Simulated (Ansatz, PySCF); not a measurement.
Reaction R1 + R2 → P1, each structure at its B3LYP-D3(BJ)/def2-TZVP stationary point, reached from a drawn start (curvature not checked).
R1: H2O (SMILES O), charge 0, multiplicity 1.
R2: BHO2 (SMILES O=BO), charge 0, multiplicity 1.
P1: BH3O3 (SMILES OB(O)O), charge 0, multiplicity 1.

```json
[
 {"level": "HF/cc-pVQZ", "reaction energy (kcal/mol)": "-56.52", "minus CCSD(T)/cc-pVQZ": "-1.91"},
 {"level": "PBE/def2-TZVPP", "reaction energy (kcal/mol)": "-51.60", "minus CCSD(T)/cc-pVQZ": "3.02"},
 {"level": "B97M-V/def2-TZVPP", "reaction energy (kcal/mol)": "-55.28", "minus CCSD(T)/cc-pVQZ": "-0.66"},
 {"level": "B3LYP/def2-TZVPP", "reaction energy (kcal/mol)": "-51.34", "minus CCSD(T)/cc-pVQZ": "3.28"},
 {"level": "PBE0-D3(BJ)/def2-TZVPP", "reaction energy (kcal/mol)": "-56.79", "minus CCSD(T)/cc-pVQZ": "-2.18"},
 {"level": "BHLYP-D3(BJ)/def2-TZVPP", "reaction energy (kcal/mol)": "-58.02", "minus CCSD(T)/cc-pVQZ": "-3.41"},
 {"level": "CAM-B3LYP-D3(BJ)/def2-TZVPP", "reaction energy (kcal/mol)": "-56.06", "minus CCSD(T)/cc-pVQZ": "-1.44"},
 {"level": "CAM-B3LYP-D4/def2-TZVPP", "reaction energy (kcal/mol)": "-56.25", "minus CCSD(T)/cc-pVQZ": "-1.63"},
 {"level": "B2PLYP/def2-TZVPP", "reaction energy (kcal/mol)": "-52.19", "minus CCSD(T)/cc-pVQZ": "2.42"},
 {"level": "B2PLYP-D3(BJ)/def2-TZVPP", "reaction energy (kcal/mol)": "-52.80", "minus CCSD(T)/cc-pVQZ": "1.82"},
 {"level": "MP2/cc-pVTZ", "reaction energy (kcal/mol)": "-54.55", "minus CCSD(T)/cc-pVQZ": "0.06"},
 {"level": "SCS-MP2/cc-pVTZ", "reaction energy (kcal/mol)": "-53.55", "minus CCSD(T)/cc-pVQZ": "1.07"},
 {"level": "CCSD/cc-pVDZ", "reaction energy (kcal/mol)": "-55.49", "minus CCSD(T)/cc-pVQZ": "-0.87"},
 {"level": "CCSD(T)/cc-pVQZ", "reaction energy (kcal/mol)": "-54.61", "minus CCSD(T)/cc-pVQZ": "0.00"}
]
```

 The comparison column counts from a level with limits of its own.

P less R. No zero-point or thermal terms. One arrangement of each flexible species, with no search for the lowest.

Correlated levels freeze the cores.

Codes used: Ansatz (Gaussian orbitals); PySCF for the D3/D4 terms. No computed number here is a measurement.

Ansatz is a first-principles code.
